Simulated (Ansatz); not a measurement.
Geometry optimisation, Ansatz, UKS PBE/def2-SVP.

Input file:

```yaml
crystal:
  periodic: [false, false, false]
  atoms:
    - { symbol: Mo, position_ang: [0.0, 0.0, 0.0] }
    - { symbol: Cl, position_ang: [0.0, 0.0, 2.56] }
    - { symbol: F, position_ang: [1.77, 0.0, 0.0] }
    - { symbol: F, position_ang: [0.0, 1.77, 0.0] }
    - { symbol: Cl, position_ang: [-2.31, 0.0, 0.0] }
    - { symbol: F, position_ang: [0.0, -1.77, 0.0] }
    - { symbol: Cl, position_ang: [0.0, 0.0, -2.31] }
    - { symbol: H, position_ang: [0.0, 0.0, 4.23] }
magnetization:
  spin_polarized: true
  initial_magnetization: 1
basis:
  gaussian: { orbitals: def2-SVP }
hamiltonian:
  xc: pbe
relax:
  f_tol: 0.15
  max_steps: 25
  restrain:
    - { distance: [1, 7], at: 1.37, k: 30.0 }
    - { distance: [0, 1], at: 3.51, k: 30.0 }
```

Command:

```bash
$ ansatz run input.yaml --threads 4 --pin off --max-ram 5120MiB --backend cpu --events-out ev --progress --plain --runs-dir out
```

**Question.** Where does it end, and by what steps?

**Answer.** The forces met the threshold. The restraints hold the end off the free minimum. After 24 steps the energy has fallen by 2.472 eV (the restraints' own energy left out); H8 moved furthest, 1.91 Å. Parted: Mo1–Cl2 (2.56 → 3.50 Å).

| step | energy less start (eV) | largest force component (eV/Å) | accepted |
| --- | --- | --- | --- |
| 0 | 0.0000 | 3.792 | yes |
| 1 | -1.3732 | 3.277 | yes |
| 2 | -1.7646 | 3.891 | yes |
| 3 | -2.0324 | 1.349 | yes |
| 4 | -2.1698 | 1.149 | yes |
| 5 | -2.1732 | 1.762 | yes |
| 6 | -2.1890 | 1.950 | yes |
| 7 | -2.3161 | 0.950 | yes |
| 8 | -2.3282 | 0.877 | yes |
| 9 | -2.3221 | 1.289 | yes |
| 10 | -2.3701 | 0.846 | yes |
| 11 | -2.3544 | 1.377 | no |
| 12 | -2.3762 | 1.034 | yes |
| 13 | -2.3892 | 1.011 | yes |
| 14 | -2.3935 | 1.198 | yes |
| 15 | -2.4104 | 1.006 | yes |
| 16 | -2.4058 | 1.317 | yes |
| 17 | -2.4102 | 1.377 | yes |
| 18 | -2.4140 | 1.381 | yes |
| 19 | -2.4284 | 1.275 | yes |
| 20 | -2.4451 | 1.100 | yes |
| 21 | -2.4467 | 1.175 | yes |
| 22 | -2.4580 | 0.972 | yes |
| 23 | -2.4673 | 0.824 | yes |
| 24 | -2.4724 | 0.691 | yes |

```xyz
8
Properties=species:S:1:pos:R:3
Mo -0.262 0.000 -0.109
Cl -0.083 0.000 3.390
F 1.482 0.000 0.697
F -0.437 1.726 0.455
Cl -2.444 0.000 -0.857
F -0.438 -1.726 0.456
Cl 0.632 -0.001 -2.163
H 1.010 0.000 2.611
```

The run took 2.4 min on 4 threads of Arm Neoverse V1 (shared host), peak memory 0.41 GiB.
